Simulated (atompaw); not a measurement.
technetium (Tc): one change to a PAW (atompaw) potential, before and after

atompaw 4.2.0.5 input, output lines left out:

```
Tc 43
GGA-PBE scalarrelativistic loggrid 1500 logderivrange -9 5 351
5 5 4 0 0 0
5 0 0
5 1 0
4 2 5
0 0 0
c
c
c
v
v
c
c
v
v
c
v
2
2.55 2.15 2.50 1.60
n
n
y
-0.45
n
custom rrkj vanderbiltortho sinc
3 1 troulliermartins
1.35
2.55
2.10
2.55
2.55
1.55
```

All-electron outer shells of the reference configuration (PBE, scalar-relativistic, ld1.x):

```tsv
shell	level (eV)	outermost node (bohr)	outermost maximum (bohr)
3d	-266.07	–	0.31
4s	-89.61	0.50	0.95
4p	-61.59	0.51	1.03
4d	-22.50	0.50	1.27
5s	-18.41	1.27	2.53
5p	-13.10	1.43	3.01
```

Change: augmentation sinc compensation charge, radius 2.15 bohr; PAW radius 2.55 bohr; waves and projectors: custom polynom2 7 10 vanderbiltortho.

Cutoffs: the cutoffs (Ry, on a coarse ladder) from which the occupation-weighted sum of valence levels, in a spherical-Bessel basis at the reference potential, stays within 10 and 1 mRy of its value at 400 Ry; they do not see the model core or the augmentation charge, which bear on the density cutoff.

Question: What does the change do?

Answer: The potential gets harder (30 Ry and 40 Ry → 35 Ry and 70 Ry); a bound ghost appears in d, which as a rule spoils a file; the range in which the d phases agree narrows (upper end 0.7 → -1.5).

| quantity | base | changed |
| --- | --- | --- |
| cutoff, loose | 30 Ry | 35 Ry |
| cutoff, tight | 40 Ry | 70 Ry |
| loose cutoff by channel (10 mRy a level) | s 21 Ry, p 15 Ry, d 12 Ry | s 15 Ry, p 15 Ry, d 15 Ry |
| bound ghosts | none | d |
| s: phases at 2.56 bohr within 0.05 rad from the reference energy up to (Ry; the scan ends near 5) | 2.4 | 2.1 |
| p: phases at 2.56 bohr within 0.05 rad from the reference energy up to (Ry; the scan ends near 5) | 2.7 | 2.8 |
| d: phases at 2.56 bohr within 0.05 rad from the reference energy up to (Ry; the scan ends near 5) | 0.7 | -1.5 |
| lowest overlap eigenvalue by channel | s 0.28, p 0.49, d 0.37 | s 0.30, p 0.50, d 0.49 |

 A true bound ghost makes a file unfit for plane-wave use even where its test errors are small: the radial tests pick states by their node count and pass the ghost by. The cutoffs see the waves, projectors and local potential, not the compensation charge or the core.
